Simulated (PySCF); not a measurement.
C₃H₉O₂ (SMILES CC(O)C[OH2+]), charge +1, singlet, geometry from GFN2-xTB. Base run: B3LYP/6-31G in PySCF.

PySCF was given this input:
```python
from pyscf import gto, scf, dft

mol = gto.M(
    atom='''
C     1.902567    0.132740    0.229313
C     0.495829    0.330064   -0.303422
O    -0.313730    1.127339    0.576643
C    -0.289970   -0.997735   -0.371701
O    -1.687398   -0.609817   -0.240323
H     2.447804    1.072435    0.224056
H     1.872906   -0.242727    1.248810
H     2.438898   -0.575065   -0.394909
H     0.520504    0.797410   -1.294924
H    -0.084681    2.061373    0.512163
H    -0.154073   -1.507545   -1.325002
H     0.006360   -1.653707    0.448339
H    -1.501659    0.336138    0.234108
H    -2.187593   -1.218897    0.331666
''',
    basis='6-31g',
    charge=1,
    spin=0,
    verbose=4,
)

mf = dft.RKS(mol)
mf.xc = 'b3lyp'
mf.kernel()
```

All variants below ran on the same shared machine, one core each. Differences are taken from exact integrals (base: -269.810314 Eh). The cheapest run took very roughly 5 core-seconds.

```json
[
 {"setting": "auxbasis = even-tempered beta=2.0", "fitting functions": "444", "cost, times the cheapest (rough)": "1", "difference in total energy (µEh)": "-6428"},
 {"setting": "auxbasis = cc-pvtz-ri", "fitting functions": "675", "cost, times the cheapest (rough)": "1", "difference in total energy (µEh)": "-283"},
 {"setting": "base", "fitting functions": "-", "cost, times the cheapest (rough)": "1", "difference in total energy (µEh)": "reference"},
 {"setting": "auxbasis = autoaux", "fitting functions": "488", "cost, times the cheapest (rough)": "1", "difference in total energy (µEh)": "-6268"},
 {"setting": "auxbasis = def2-universal-jfit", "fitting functions": "344", "cost, times the cheapest (rough)": "1", "difference in total energy (µEh)": "213"},
 {"setting": "auxbasis = def2-tzvp-ri", "fitting functions": "515", "cost, times the cheapest (rough)": "1", "difference in total energy (µEh)": "-272"},
 {"setting": "auxbasis = cc-pvdz-jkfit", "fitting functions": "557", "cost, times the cheapest (rough)": "1", "difference in total energy (µEh)": "-142"},
 {"setting": "auxbasis = default (with mf = mf.density_fit())", "fitting functions": "557", "cost, times the cheapest (rough)": "1", "difference in total energy (µEh)": "-142"},
 {"setting": "auxbasis = even-tempered beta=3.0", "fitting functions": "297", "cost, times the cheapest (rough)": "1", "difference in total energy (µEh)": "-9582"},
 {"setting": "exchange = seminumerical (SGX) (with mf = sgx.sgx_fit(mf, auxbasis='def2-universal-jfit'); with mf.with_df.dfj = True)", "fitting functions": "344", "cost, times the cheapest (rough)": "10", "difference in total energy (µEh)": "-235"}
]
```

Errors of the fitted Coulomb and exchange terms can cancel in the total.

Times come from a shared machine, hold the start-up and are rough.
